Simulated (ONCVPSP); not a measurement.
**An all-electron radial function and its pseudo partner (bromine)**

Columns: radius, all-electron u(r) and pseudo u(r) of the 3d shell (level -69.62 eV) of bromine in the configuration [Ne] 3s2 3p6 3d10 4s2 4p4.75; LDA (Perdew-Wang 92), scalar-relativistic, ONCV scheme, ONCVPSP 4.0.1.

```csv
r (bohr),all-electron,pseudo
0.045,0.0402,0.0070
0.090,0.1963,0.0520
0.135,0.4274,0.1608
0.180,0.6720,0.3396
0.225,0.8897,0.5719
0.270,1.0615,0.8262
0.315,1.1827,1.0648
0.360,1.2565,1.2548
0.405,1.2901,1.3759
0.450,1.2919,1.4244
0.495,1.2693,1.4096
0.540,1.2292,1.3497
0.585,1.1772,1.2651
0.630,1.1174,1.1723
0.675,1.0531,1.0821
0.720,0.9868,0.9991
0.765,0.9202,0.9241
0.810,0.8547,0.8553
0.855,0.7912,0.7910
0.900,0.7303,0.7301
0.945,0.6725,0.6723
0.990,0.6179,0.6178
1.035,0.5668,0.5666
1.080,0.5190,0.5189
1.125,0.4747,0.4745
1.170,0.4336,0.4334
```

Problem. How many radial nodes do the two functions have?

Solution. The all-electron 3d function has n − l − 1 = 0; the pseudo-wave has 0.

Problem. At about which radius was the pseudo-wave matched?

Solution. 0.90 bohr, where the columns begin to agree (steps of 0.04 bohr).

Problem. Where does each function peak?

Solution. Outermost all-electron maximum near 0.45 bohr, pseudo maximum near 0.45 bohr (to the table’s step).

Problem. Is the pseudo-wave norm-conserving?

Solution. Yes: the ONCV scheme keeps the norm inside the radius equal to the all-electron one, which fixes the energy derivative of the logarithmic derivative at the level.
